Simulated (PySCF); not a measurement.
Bond length, frequency and bond energy of GaB by level of theory

State: ³Π (triplet), unpaired electrons σ ↑, π ↑. Set-up: PySCF, no relativity, basis sets Ga def2-TZVPP, B def2-TZVPP. De refers to Ga + B in their high-spin ground configurations, without counterpoise correction. The functionals are run spin-unrestricted. A positive dipole means Ga(−)B(+).

```
      Level  Re (Å)  ωe (cm⁻¹)  De (eV)  μ (D)
        UHF   2.246        443     1.16  -1.18
    UHF-MP2   2.215        460     1.74    n/a
UHF-SCS-MP2   2.223        458     1.56    n/a
   UHF-CCSD   2.227        444     1.63    n/a
UHF-CCSD(T)   2.227        442     1.74    n/a
        LDA   2.205        434     2.54  -1.25
        PBE   2.252        407     2.14  -1.36
     PBEsol   2.231        420     2.31  -1.27
     r²SCAN   2.227        431     2.12  -1.08
       PBE0   2.232        431     1.99  -1.35
    r²SCAN0   2.219        443     1.97  -1.13
        M06   2.255        410     1.90  -1.61
    ωB97M-V   2.226        434     1.77  -1.49
```

(1) Which functional lies closest to UHF-CCSD(T) in De, which farthest, and by how much do they differ from it?

(2) What does a quarter of exact exchange do here, going from PBE to PBE0?

(3) What does the step from GGA to meta-GGA do here, going from PBE to r²SCAN?

Correlated steps freeze 10 core orbitals. Spin–orbit coupling is left out. Counting both spins, an empty level lies below a filled one in some of these solutions, because spin and occupation are held. The state is the lowest determinant that a PBE0 search found; another state may lie lower at other levels.

The whole job (state search and all levels along the bond) took about 8.6 min on 1 thread of Intel Xeon Platinum 8559C (shared host), peak memory 2 GiB.

Answers

(1) Closest is ωB97M-V (-0.1 pm in Re, -1.8 % in ωe, +0.03 eV in De against UHF-CCSD(T) in the same basis), farthest LDA (-2.2 pm in Re, -1.8 % in ωe, +0.80 eV in De). CCSD(T) converges more slowly with the basis than the functionals do and binds too weakly in this one, so the order can change at the basis-set limit.

(2) PBE0 less PBE: -2.0 pm in Re, +5.9 % in ωe, -0.15 eV in De. Exact exchange removes part of the self-interaction that spreads semilocal densities, and in most molecules shortens and stiffens the bond and lowers De; so it does here.

(3) r²SCAN less PBE: -2.5 pm in Re, +5.9 % in ωe, -0.02 eV in De.
